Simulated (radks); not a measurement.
Valence configurations of the tellurium ion Te+ (all share [Kr]). Calculated with a radial shooting solver on a logarithmic mesh with Libxc functionals: scalar-relativistic Kohn-Sham, r2SCAN, spin-polarised, spherical densities, finite nucleus; open shells are filled with parallel spins first (spin-orbit coupling, left out, can overturn this in heavy ions); meta-GGA in the generalised Kohn-Sham scheme; Fermi nuclear charge, rms radius 4.7423 fm. Order these by energy: 4d8.5 5s0.5 5p6; 4d9 5s1 5p5; 4d8 5s2 5p5; 4d10 5s1 5p4; 4d9 5p6; 4d8 5s1 5p6; 4d9 5s2 5p4; 4d8.5 5s1.5 5p5; 4d10 5s2 5p3; 4d10 5p5.

Answer. From the lowest, in eV above it: 4d10 5s2 5p3 0.000; 4d10 5s1 5p4 9.976; 4d10 5p5 22.434; 4d9 5s2 5p4 41.349; 4d9 5s1 5p5 51.959; 4d9 5p6 64.208; 4d8.5 5s1.5 5p5 68.891; 4d8.5 5s0.5 5p6 80.699; 4d8 5s2 5p5 86.391; 4d8 5s1 5p6 97.676. NIST lists [Kr] 4d10 5s2 5p3 as the ground configuration; this level of theory agrees among the configurations tried. The energies are those of spherical high-spin densities, not of single terms.
